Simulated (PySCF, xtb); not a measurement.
Ti(Cl)(OH)(Me)2 (C2H7ClOTi), SMILES [CH3][Ti]([CH3])([OH])[Cl], multiplicity 1.

GFN2-xTB (xtb) at its own geometry gives an orbital gap of 2.10 eV and a dipole moment of 3.51 D.

The structure is a stationary point at PBE0-D3(BJ)/def2-SVP. The multiplicity is an assumed one; other spin states were not compared. Other conformers were not sampled.

Question: What does PBE/def2-TZVP (PySCF) give? (Estimate from the structure and the level; the computed values follow.)

Answer: gap 3.43 eV (levels -6.46 and -3.03 eV), dipole 1.93 D.
